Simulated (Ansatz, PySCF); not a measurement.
Reaction (SMILES): FC(F)=CCl + 5 [H][H] (H2) → 2 C (CH4) + Cl (HCl) + 2 F (HF)
Geometries: B3LYP-D3(BJ)/def2-TZVP minima from Ansatz (a first-principles code).

Wanted: energy of full hydrogenation (enthalpy at 298 K, with B3LYP-D3(BJ) rigid-rotor harmonic-oscillator terms from PySCF), in eV. Cores are frozen in the correlated levels unless marked. No spin-orbit coupling. Non-relativistic. CBS(X,Y): correlation extrapolated as X^-3; Hartree-Fock from the larger set.

Level to compare with: CCSD(T)/CBS(cc-pV(T+d)Z,cc-pV(Q+d)Z) (Ansatz), -4.55 eV. It is a level with limits of its own, and the differences hold the functionals' basis error too.

Task: Rank these functionals by how close they come to CCSD(T)/CBS(cc-pV(T+d)Z,cc-pV(Q+d)Z), closest first: TPSSh/def2-TZVPD (PySCF); B3LYP/def2-TZVPD (Ansatz); PBE0/def2-TZVPD (Ansatz).

Result: PBE0/def2-TZVPD (global hybrid, -4.52 eV, difference 0.03), B3LYP/def2-TZVPD (global hybrid, -4.33 eV, difference 0.22), TPSSh/def2-TZVPD (hybrid meta-GGA, -3.92 eV, difference 0.63)
